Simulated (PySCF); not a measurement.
Te(I)(NH2) (H₂INTe), SMILES N[Te]I. Atoms are numbered in the order given.

```xyz
5

Te     0.3558    -1.2110     0.0000
I     -0.0768     1.5268     0.0000
N     -1.4816    -2.0354     0.0000
H     -2.0296    -1.8509     0.8393
H     -2.0296    -1.8509    -0.8393
```

The structure is a stationary point at r2SCAN-D4/def2-SVP. The def2 effective core potentials stand for the cores of I, Te; spin–orbit coupling is left out. Other conformers were not sampled.

Level of theory: r2SCAN-D4/def2-SVP in PySCF 2.14.0.

Frequencies are harmonic and unscaled.

| mode | ν (cm⁻¹) | IR (km/mol) | Raman (Å⁴/amu) | depolarisation | moving atoms (share of kinetic energy) |
|---|---|---|---|---|---|
| 1 | 129 | 8.7 | 10.3 | 0.53 | N 60 %, H 18 %, I 15 % |
| 2 | 189 | 10.9 | 8.5 | 0.25 | Te 53 %, I 44 % |
| 3 | 417 | 29.7 | 1.2 | 0.75 | H 95 % |
| 4 | 505 | 256.8 | 10.2 | 0.22 | N 60 %, H 36 % |
| 5 | 701 | 42.0 | 19.5 | 0.32 | H 54 %, N 39 % |
| 6 | 916 | 4.2 | 1.5 | 0.75 | H 93 % |
| 7 | 1536 | 17.0 | 8.4 | 0.58 | H 92 %, N 8 % |
| 8 | 3517 | 35.6 | 164.5 | 0.14 | H 96 % |
| 9 | 3639 | 46.9 | 70.6 | 0.75 | H 91 %, N 9 % |
